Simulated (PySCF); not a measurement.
Input for PySCF: R-MP2/6-31G* on CH6Si (SMILES C[SiH3]) with ghost functions, monomers drawn apart or pushed together.

```python
from pyscf import gto, scf, dft, mp
from pyscf.data.elements import chemcore

mol = gto.M(
    atom='''
    C     0.82932856   -0.69994754    4.49545547
    Si   -0.38747345    0.70683498    4.74406545
    H     0.64710442   -1.22300225    3.55554681
    H     0.74367948   -1.42877459    5.30359557
    H     1.85568217   -0.32907148    4.48246038
    H    -0.21848704    1.74271135    3.69754537
    H    -0.17226922    1.34317861    6.06692363
    H    -1.78262688    0.20741986    4.68723976
    ghost-Si    0.01589091   -0.30158585    0.19159902
    ghost-H   -1.17819869   -0.19754552    1.05935938
    ghost-H   -0.36600159   -0.03244797   -1.21292597
    ghost-H    0.57665934   -1.66818226    0.29681122
    ghost-H    1.03143585    0.68019181    0.63077815
    ''',
    basis='6-31g*',
    cart=True,
    charge=0, spin=0, verbose=3, max_memory=1800)
mf = scf.RHF(mol)
mf.conv_tol = 1e-8
mf.max_cycle = 100
mf.kernel()
if not mf.converged:
    mf = mf.newton().run(mf.mo_coeff, mf.mo_occ)
pt = mp.MP2(mf, frozen=chemcore(mol)).run()
```

It printed:

```
converged SCF energy = -330.27239683128
E(RMP2) = -330.485570904429  E_corr = -0.213174073149463
E(SCS-RMP2) = -330.492929552697  E_corr = -0.220532721417428
```

The run converged.

Cost: around 0.7 core-seconds (rough).
